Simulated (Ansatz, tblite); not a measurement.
Removing and adding an electron: `[H]/C=C/c1ccc(/C=C/c2ccc(/C=C/c3ccc(/C=C/c4ccc(/C=C/c5ccccc5)cc4)cc3)cc2)cc1`. Total charge 0; singlet. Geometry: PBE-D4/def2-SVP. Ansatz, gas phase; energy differences of separate SCF runs; the oxidised species was run as a doublet alone; the reduced species was run as a doublet alone.

The xTB rows come from tblite. Single mean-field runs in def2-SVP are fitted with def2-universal-jkfit.

```json
{"level": "GFN1-xTB", "−HOMO (eV)": "10.60", "vertical IE (eV)": "11.80", "−LUMO (eV)": "8.92", "vertical EA (eV)": "7.71", "HOMO–LUMO gap (eV)": "1.68", "IE − EA (eV)": "4.09"}
{"level": "GFN2-xTB", "−HOMO (eV)": "9.59", "vertical IE (eV)": "10.80", "−LUMO (eV)": "7.89", "vertical EA (eV)": "6.68", "HOMO–LUMO gap (eV)": "1.69", "IE − EA (eV)": "4.13"}
{"level": "PBE-D4/def2-SVP", "−HOMO (eV)": "4.63", "vertical IE (eV)": "5.85", "−LUMO (eV)": "3.00", "vertical EA (eV)": "1.90", "HOMO–LUMO gap (eV)": "1.63", "IE − EA (eV)": "3.95"}
{"level": "PBE0-D4/def2-SVP", "−HOMO (eV)": "5.34", "vertical IE (eV)": "6.20", "−LUMO (eV)": "2.42", "vertical EA (eV)": "1.66", "HOMO–LUMO gap (eV)": "2.92", "IE − EA (eV)": "4.53"}
```

   Raw xTB energy differences between charge states are shifted by several eV; the methods need an empirical correction for them. Sets without diffuse functions give affinities that are too small.
